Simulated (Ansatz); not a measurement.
A nudged elastic band was laid between two geometries of BClH2O + ClH (7 atoms, charge 0, multiplicity 1).

Method: Ansatz, RKS PBE0-D4/def2-SVP.

```json
{
 "movable images": "5",
 "climbing image": "yes",
 "spring": "5.0 eV/Å²",
 "optimiser": "quadratic models (default)",
 "start path": "through a guess of the saddle point",
 "force threshold": "0.03 eV/Å",
 "iteration limit": "60",
 "end points": "relaxed"
}
```

Image 0:

```xyz
7
Properties=species:S:1:pos:R:3
B -0.079 -0.513 0.001
H -0.254 -1.042 1.068
Cl 1.572 -0.063 -0.463
O -1.049 -0.264 -0.883
H -1.922 -0.520 -0.565
Cl 0.073 2.497 1.651
H 0.976 1.910 0.939
```

Image 6:

```xyz
7
Properties=species:S:1:pos:R:3
B -0.183 0.729 -0.534
H 0.622 -0.586 2.442
Cl 1.235 -0.113 -1.163
O -1.405 0.188 -0.604
H -1.413 -0.684 -1.015
Cl -0.003 2.311 0.196
H 0.465 0.159 2.427
```

(1) Which bonds break or form, and what moves?

(2) What energy profile does the band end with?

(3) What is the geometry of the highest image?

## Answers

(1) Bonds broken: B1–H2, Cl6–H7. Bonds formed: B1–Cl6, H2–H7. BClH2O + ClH becomes BCl2HO + H2.

(2) The forces met the threshold. The highest image is number 3 of 0 to 6, 1.12 eV above the first end and 1.68 eV above the last; the last end lies 0.56 eV below the first. The profile has 2 maxima (images 3, 5) with wells between them (image 4): this band takes more than one step, which may be the mechanism or a detour left from its start path. Neighbouring images differ by up to 1.5 eV, so the band resolves the path poorly. A vibrational analysis at the climbing image gives one clearly imaginary mode, 878i cm⁻¹: a first-order saddle point. The orbitals stay closed-shell, which can raise the energy where a bond breaks towards radicals; this wasn't checked here.

```json
{"image": "0", "path coordinate (Å)": "0.00", "energy (eV)": "0.00", "B1–H2 (Å)": "1.20", "Cl6–H7 (Å)": "1.29", "B1–Cl6 (Å)": "3.44"}
{"image": "1", "path coordinate (Å)": "0.91", "energy (eV)": "0.07", "B1–H2 (Å)": "1.21", "Cl6–H7 (Å)": "1.29", "B1–Cl6 (Å)": "3.29"}
{"image": "2", "path coordinate (Å)": "1.82", "energy (eV)": "0.18", "B1–H2 (Å)": "1.22", "Cl6–H7 (Å)": "1.30", "B1–Cl6 (Å)": "3.00"}
{"image": "3", "path coordinate (Å)": "2.73", "energy (eV)": "1.12", "B1–H2 (Å)": "1.34", "Cl6–H7 (Å)": "1.58", "B1–Cl6 (Å)": "2.17"}
{"image": "4", "path coordinate (Å)": "3.89", "energy (eV)": "-0.41", "B1–H2 (Å)": "2.37", "Cl6–H7 (Å)": "2.52", "B1–Cl6 (Å)": "1.78"}
{"image": "5", "path coordinate (Å)": "5.05", "energy (eV)": "-0.36", "B1–H2 (Å)": "2.48", "Cl6–H7 (Å)": "2.80", "B1–Cl6 (Å)": "1.76"}
{"image": "6", "path coordinate (Å)": "6.21", "energy (eV)": "-0.56", "B1–H2 (Å)": "3.35", "Cl6–H7 (Å)": "3.13", "B1–Cl6 (Å)": "1.75"}
```

(3) 
```xyz
7
Properties=species:S:1:pos:R:3
B 0.144 0.087 -0.001
H 0.191 -0.391 1.247
Cl 1.741 -0.094 -0.722
O -0.960 -0.245 -0.705
H -1.801 -0.051 -0.281
Cl -0.079 2.083 0.829
H 0.082 0.615 1.382
```

The run took 8.6 min on 1 thread of Intel(R) Xeon(R) Platinum 8259CL CPU @ 2.50GHz (Skylake/Cascade Lake) (shared host), peak memory 0.18 GiB.
